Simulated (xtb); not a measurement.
H6AlO2Si2, charge +1, singlet, at a GFN2-xTB geometry (such geometries of metal compounds can be far from the true shape). Base run: xtb with GFN0-xTB.

Here is a job for xtb.
```
$ xtb mol.xyz --gfn 0 --chrg 1 --json

# file mol.xyz
11

Al     0.00000000    -0.00000000    -0.00000000
O     -1.35076414     0.16845009     0.86244077
Si    -2.81839043     0.35147375     1.79949611
H     -2.60943543    -0.64800399     2.84364877
H     -3.83169504     0.04015784     0.79492213
H     -2.71613638     1.74982381     2.20819395
O      1.35076414    -0.16845009    -0.86244077
Si     2.81839043    -0.35147375    -1.79949611
H      2.37190485    -1.27348421    -2.84037077
H      3.72579932    -0.89679443    -0.79346074
H      3.05956268     1.02830098    -2.21293335
```

Variants of this job, named by their change:

```
change         ΔE vs base (kcal/mol)  HOMO-LUMO gap (eV)
-------------  ---------------------  ------------------
base                           0.000                3.52
etemp = 10000                 -27.28                3.52
acc = 1000                     0.000                3.52
etemp = 3000                  -0.045                3.52
```
